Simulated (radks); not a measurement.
Valence configurations of V I (all share [Ar]). Method: scalar-relativistic Kohn-Sham, PBE, spin-unpolarised, spherical densities, finite nucleus; Fermi nuclear charge, rms radius 3.6002 fm; computed with a radial shooting solver on a logarithmic mesh with Libxc functionals. Order these by energy: 3d1 4s1 4p3; 3d3 4s2; 3d4 4s1; 3d3 4p2; 3d3 4s1.5 4p0.5; 3d3 4s1 4p1; 3d3.5 4s1.5; 4s2 4p3; 3d2 4s2 4p1; 3d1 4s2 4p2.

Answer. From the lowest, in eV above it: 3d3 4s2 0.000; 3d3.5 4s1.5 0.055; 3d4 4s1 0.586; 3d3 4s1.5 4p0.5 1.651; 3d3 4s1 4p1 3.347; 3d2 4s2 4p1 5.778; 3d3 4p2 6.855; 3d1 4s2 4p2 16.364; 3d1 4s1 4p3 21.070; 4s2 4p3 32.559. NIST lists [Ar] 3d3 4s2 as the ground configuration; this level of theory agrees among the configurations tried. The energies are those of spherical spin-averaged densities, not of single terms.
